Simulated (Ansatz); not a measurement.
`CO[SiH2][AlH2]` + `OC[SiH2][SiH3]` → `[AlH2][O]C[SiH2][SiH3]` + `CO[SiH3]`  (cleavage of the Al–Si bond)

Program: Ansatz. Geometries: PBE0-D4/def2-TZVP. ΔE: electronic, gas phase. CCSD(T)/CBS adds triple-zeta CCSD(T) − MP2 to the extrapolated MP2 energy (def2 sets, frozen cores). Functionals use def2-TZVPP. One conformer a species, not always the lowest.

CCSD(T)/CBS gives -148.9 kJ/mol.

Q: Another level gave -130.6 kJ/mol. Which?
A. PBE0/def2-TZVPP
B. r2SCAN/def2-TZVPP
C. ωB97M-V/def2-TZVPP
D. MP2/def2-TZVPP

A: A. PBE0 -130.6, ωB97M-V -153.1, MP2/def2-TZVPP -160.7, r2SCAN -146.4 kJ/mol.

Largest T1 diagnostic among the species: 0.014.

From PBE to PBE0 (25 % exact exchange), in def2-TZVPP and without D4, ΔE moves by −4.3 kJ/mol.
